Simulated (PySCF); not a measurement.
## C₆ coefficients of unlike pairs at TPSSh

Calculated with PySCF 2.14 from the dipole response of each species, C₆(A,B) = (3/π) ∫ α_A(iu) α_B(iu) du, in atomic units, from isotropic polarisabilities. For ions this is the dispersion term alone; charge-induced terms of lower order in 1/R come first.

```json
{"species": "Cs", "configuration": "[Xe] 6s1 (2S)", "basis": "aug-cc-pwCVTZ-X2C (11s10p8d4f)", "relativity": "spin-free X2C", "α (bohr³)": "651.8", "C₆ (like pair)": "13650"}
{"species": "Kr³⁺", "configuration": "[Ar] 3d10 4s2 4p3 (4S)", "basis": "aug-cc-pVQZ-PP with ECP10MDF (7s6p5d3f2g)", "relativity": "core potential", "α (bohr³)": "5.513", "C₆ (like pair)": "21.55"}
{"species": "Ar³⁺", "configuration": "[Ne] 3s2 3p3 (4S)", "basis": "aug-cc-pCVTZ-DK with one added diffuse shell each of s, p, d, f type (9s8p6d4f)", "relativity": "spin-free X2C", "α (bohr³)": "3.609", "C₆ (like pair)": "9.875"}
```

(1) Estimate C₆ for Ar³⁺ with Cs.

No spin-orbit coupling is included.

The other pairs:

```
      pair     C₆
Ar³⁺, Kr³⁺  14.57
  Kr³⁺, Cs  259.1
```

## Answers

(1) The integral gives 170.9. The combination rule 2 C_A C_B / (C_A α_B/α_A + C_B α_A/α_B) gives 145.1 and the geometric mean 367.2.
